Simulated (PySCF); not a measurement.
Species: C6H8NO (doublet state).
Structure used (GFN2-xTB), in Å, numbered top down from 1:
```xyz
16
C6H8NO angstrom
C      3.182    1.321    0.458
C      1.996    0.746    0.164
C      0.932    0.219   -0.128
C     -0.356   -0.386   -0.386
C     -0.368   -1.866    0.015
N     -1.402    0.350    0.318
C     -2.472    0.855   -0.318
O     -2.692    0.754   -1.498
H      3.289    2.391    0.448
H      4.038    0.720    0.706
H     -0.608   -0.290   -1.452
H      0.380   -2.409   -0.555
H     -1.347   -2.294   -0.185
H     -0.143   -1.973    1.075
H     -1.282    0.487    1.309
H     -3.153    1.384    0.376
```

The hyperfine couplings belong to this conformer and change with its torsions.

As a line formula: `[CH2]C#C[C@@H](C)NC=O` [radical].

Computed with UKS B3LYP, pcH-1 on C H N O, non-relativistic, mean-field spin-orbit, GIAO in PySCF. One conformer (not necessarily the lowest) at the GFN2-xTB geometry, without solvent, vibrations or thermal averaging. A GFN2-xTB geometry isn't a minimum of the functional, and hyperfine couplings can be far from their values at a DFT geometry. The SCF solution wasn't tested for stability.

Task: Predict the first-order ENDOR lines of C2, C1, C3, C4, C5, N6, H11, H9, H10 and H16 under fast tumbling at B = 344.8 mT (X band).

Result: ν± = |νn ± a/2|, one line for each electron-spin manifold; νn = |g_N| × 7.62259 MHz/T × B.

```tsv
nuclei	isotope	g_N	νn (MHz)	a_iso (MHz)	lower line (MHz)	upper line (MHz)
C2	13C	1.4048	3.69	-64.15	28.38	35.77
C1	13C	1.4048	3.69	62.48	27.55	34.93
C3	13C	1.4048	3.69	47.23	19.92	27.31
C4	13C	1.4048	3.69	-16.37	4.49	11.88
C5	13C	1.4048	3.69	8.47	0.54	7.93
N6	14N	0.4038	1.06	8.42	3.15	5.27
H11	1H	5.5857	14.68	66.73	18.68	48.05
H9	1H	5.5857	14.68	-52.11	11.38	40.74
H10	1H	5.5857	14.68	-52.11	11.37	40.73
H16	1H	5.5857	14.68	4.41	12.48	16.88
```

The rows for 13C, of low natural abundance, apply to labelled samples.

Task: Which pairs are centred on the nuclear Larmor frequency, and which on half the coupling?

Result: Centred on νn, since |a| < 2νn: H16. Centred on |a|/2 and split by 2νn: C2, C1, C3, C4, C5, N6, H11, H9 and H10.

Task: At what field would the lower line of C1 fall to zero frequency?

Result: Where νn = |a|/2, that is B = 31.24 MHz/(1.4048 × 7.62259 MHz/T) = 2920 mT, as far as first order holds there.

Couplings of abundant isotopes left out: H15 (-1.0 MHz).

H9 and H10 aren't averaged: C1 is flat or nearly so (angle sum 360°), and its turn about the short C1–C2 bond (1.35 Å) is taken as slow.
